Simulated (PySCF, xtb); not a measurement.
Si(F)2(I)(OMe) (CH3F2IOSi), SMILES [Si](F)(F)(OC)I. Other conformers were not sampled.

Harmonic wavenumbers (cm⁻¹) from GFN2-xTB run with xtb 6.7.1 at its own minimum, in rising order: 59, 104, 112, 143, 187, 235, 240, 316, 444, 785, 904, 941, 1131, 1138, 1220, 1420, 1469, 1474, 2962, 2981, 3012.

**Question.** What does PBE-D3(BJ)/def2-SVP run with PySCF give at its own minimum? (The exact figures need the calculation; the answer reports its results.)

**Answer.** 52, 96, 116, 166, 204, 242, 290, 339, 430, 743, 899, 955, 1128, 1136, 1177, 1421, 1422, 1427, 2945, 3029, 3070. Paired by order, the mean absolute difference is 23 cm⁻¹ and the zero-point energies are 30.4 and 30.4 kcal/mol.
